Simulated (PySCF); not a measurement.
C3H4N2O, SMILES C1OC=NCN=1. Atoms are numbered in the order given.

```xyz
10

C      0.0000    -1.1524    -0.6303
N      0.0000    -1.2318     0.6215
C      0.0000     0.0000     1.3813
N      0.0000     1.2318     0.6215
C      0.0000     1.1524    -0.6303
O      0.0000     0.0000    -1.3701
H      0.0000    -2.0326    -1.2838
H      0.8780     0.0000     2.0514
H     -0.8780     0.0000     2.0514
H      0.0000     2.0326    -1.2838
```

Geometry optimised at PBE0-D3(BJ)/def2-SVP. One conformer was computed; it need not be the lowest.

Calculation: PySCF with PBE/pcSseg-1.

GIAO shieldings, no solvent; atoms alike by connectivity are averaged. δ = σ(ref) − σ: ¹³C against TMS (σ = 182.0 ppm); ¹⁵N against NH3 (σ = 267.0 ppm); ¹⁷O against H2O (σ = 334.3 ppm); ¹H against TMS (σ = 31.49 ppm), references at their B3LYP-D3(BJ)/def2-TZVP geometries, non-relativistic.

| nucleus | atoms | count | δ (ppm) |
|---|---|---|---|
| ¹³C | C1, C5 | 2 | 149.1 |
| ¹³C | C3 | 1 | 67.0 |
| ¹⁵N | N2, N4 | 2 | 274.1 |
| ¹⁷O | O6 | 1 | 231.6 |
| ¹H | H7, H10 | 2 | 6.89 |
| ¹H | H8, H9 | 2 | 5.58 |
